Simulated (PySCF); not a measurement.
Partial charges of `C[Si@@H](P)[Si@H](C=O)O[SiH3]`

Species: C2H11O2PSi3.
SMILES with atom numbers: `[CH3:1][Si@@H:2]([PH2:3])[Si@H:4]([CH:5]=[O:6])[O:7][SiH3:8]` (hydrogens: H9, H10, H11 on C1; H12 on Si2; H13, H14 on P3; H15 on Si4; H16 on C5; H17, H18, H19 on Si8)

Geometry (GFN2-xTB, Å), atoms numbered from 1 in this order:
```xyz
19
C2H11O2PSi3 angstrom
C     -1.9306   -1.5088    0.0071
Si    -1.4351    0.3303   -0.1332
P     -1.3933    1.1097    1.9938
Si     0.6390    0.5996   -1.1497
C      0.9088   -0.7629   -2.4685
O      0.1579   -0.9544   -3.3929
O      1.8552    0.3707   -0.0999
Si     2.5628    0.3082    1.3653
H     -1.9172   -1.9837   -0.9697
H     -2.9277   -1.6307    0.4222
H     -1.2402   -2.0503    0.6500
H     -2.4906    1.0206   -0.9053
H     -2.7356    1.4425    2.0300
H     -1.0286    2.3948    1.6234
H      0.9370    1.8830   -1.7956
H      1.7970   -1.4228   -2.3489
H      2.1869   -0.9772    1.9487
H      3.9880    0.4066    1.0692
H      2.0566    1.4339    2.1466
```

Density: PBE0/pcSseg-1 (PySCF); schemes: Mulliken, IAO, Hirshfeld and ESP-fitted. The structure is a single GFN2-xTB conformer in the gas phase; no vibrational or solvent corrections. GFN2-xTB frequencies show an imaginary mode (22i cm⁻¹), so this geometry is no minimum at that level.

Atoms with like bonding are taken together and averaged. Which atoms carry the lowest charge in the Mulliken, IAO, Hirshfeld and ESP-fitted schemes?

The schemes don't all agree: Mulliken O7 (-0.743); IAO O7 (-0.891); Hirshfeld O7 (-0.306); ESP-fitted O6 (-0.430).

At which atom do the 4 schemes differ most?

At Si4: from +0.206 (ESP-fitted) to +0.832 e (IAO), 0.626 e apart.

What partial charge does each atom carry?

In e; atoms taken as equivalent share a row and are averaged (×n: the atom named and its like, n in all):

```
       atom                  environment  Mulliken     IAO  Hirshfeld  ESP-fitted
         C1             Si-methyl carbon    -0.601  -0.695     -0.211      -0.386
        Si2                  SiH silicon    +0.151  +0.411     +0.226      +0.437
         P3  three-coordinate phosphorus    -0.211  -0.105     -0.014      -0.396
        Si4         oxygen-bound silicon    +0.802  +0.832     +0.332      +0.206
         C5              carbonyl carbon    -0.046  -0.002     +0.043      +0.395
         O6              carbonyl oxygen    -0.341  -0.365     -0.215      -0.430
         O7              siloxane oxygen    -0.743  -0.891     -0.306      -0.351
        Si8         oxygen-bound silicon    +0.734  +0.882     +0.390      +0.500
 H9/H10/H11              methyl hydrogen    +0.151  +0.160     +0.043      +0.104
        H12                Si–H hydrogen    -0.011  -0.101     -0.080      -0.154
    H13/H14                 P–H hydrogen    +0.067  +0.001     -0.008      +0.121
        H15                Si–H hydrogen    -0.077  -0.119     -0.075      -0.066
        H16              formyl hydrogen    +0.100  +0.099     +0.035      -0.018
H17/H18/H19                Si–H hydrogen    -0.115  -0.142     -0.079      -0.097
```

Mean size of the charges over all atoms: IAO 0.285 e, Mulliken 0.250 e, ESP-fitted 0.220 e, Hirshfeld 0.121 e. Each set sums to the total charge, 0, to within 0.001 e. The IAO scheme projects the occupied orbitals on a minimal set of polarised atomic orbitals and counts the electrons in each atom's part of it. The Mulliken scheme gives each basis function's population to the atom it is centred on and halves the overlap population of two atoms between them.

Some averages cover members that differ in this geometry: H9/H10/H11, ESP-fitted +0.091 to +0.126; H13/H14, ESP-fitted +0.104 to +0.137; H17/H18/H19, ESP-fitted -0.110 to -0.082 e.

How closely do the schemes follow one another over all atoms?

Correlation coefficient and root-mean-square difference: Mulliken with IAO 0.98, 0.091 e; IAO with Hirshfeld 0.98, 0.251 e; Mulliken with Hirshfeld 0.94, 0.207 e; Hirshfeld with ESP-fitted 0.83, 0.158 e; IAO with ESP-fitted 0.80, 0.255 e; Mulliken with ESP-fitted 0.77, 0.227 e.

How many electrons does the ESP-fitted scheme count on Si2?

Z − q = 14 − (+0.437) = 13.563.

Sum the charges by element, for elements with more than one atom.

```json
{"element": "C", "atoms": "2", "Mulliken": "-0.647", "IAO": "-0.697", "Hirshfeld": "-0.168", "ESP-fitted": "+0.009"}
{"element": "Si", "atoms": "3", "Mulliken": "+1.687", "IAO": "+2.125", "Hirshfeld": "+0.948", "ESP-fitted": "+1.143"}
{"element": "O", "atoms": "2", "Mulliken": "-1.084", "IAO": "-1.257", "Hirshfeld": "-0.521", "ESP-fitted": "-0.781"}
{"element": "H", "atoms": "11", "Mulliken": "+0.256", "IAO": "-0.066", "Hirshfeld": "-0.244", "ESP-fitted": "+0.024"}
```
